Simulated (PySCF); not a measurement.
# Exercise with solution: oscillator strength and radiative lifetime

Be(I)(iPr) (C3H7BeI), SMILES C[CH](C)[Be][I].

Geometry: B3LYP-D3(BJ)/def2-SVP. The structure was generated by enumeration; whether it is a known compound was not checked. The def2 effective core potentials stand for the cores of I; spin–orbit coupling is left out. The values are those of a single conformer.

TDA-LC-ωPBE/def2-SVPD (PySCF 2.14.0) puts the first singlet state with f over 0.02 at 7.13 eV (vertical), with the transition dipole (0.062, -0.789, 0.000) in atomic units.

Task: Find the oscillator strength, the wavelength and the radiative lifetime that this transition would have in vacuum if emission retraced absorption.

Result: 
|μ|² = 0.6264 au, so |μ| = 2.01 D. ΔE = 7.13/27.211 = 0.2620 hartree. f = (2/3) ΔE |μ|² = 0.109 (the program prints 0.109).
λ = 1239.84/7.13 = 174 nm; ν = 57507 cm⁻¹.
Einstein's coefficient A = 0.6670 ν² f s⁻¹ (ν in cm⁻¹) = 2.4e8 s⁻¹, so τ = 1/A = 4.1 ns. This state is S6; the lower singlets have f = 0.005, 0.015, 0.000, 0.000, 0.000. The figure is the radiative limit of this one transition; relaxation, internal conversion, crossing to triplets and a medium change what is measured.
